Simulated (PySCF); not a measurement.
Vertical excitations of a molecule C₂H₆FGaO from PySCF with TDA-PBE/def2-SVPD, as energy in eV (oscillator strength): 5.94 (0.117), 6.01 (0.009), 6.10 (0.027), 6.86 (0.035), 7.06 (0.005), 7.08 (0.058), 7.17 (0.008), 7.35 (0.002), 7.40 (0.039), 7.42 (0.007). Lowest triplet (TDA): 5.25 eV. The structure is a stationary point at PBE0-D3(BJ)/def2-SVP. The values are those of a single conformer.

Question: Pick the molecule that these values belong to.
(A) C[CH2][Ga]([OH])[F]
(B) C[O][Ga]([CH3])[F]
(C) CC[O][GaH][F]

Answer: A, C[CH2][Ga]([OH])[F]
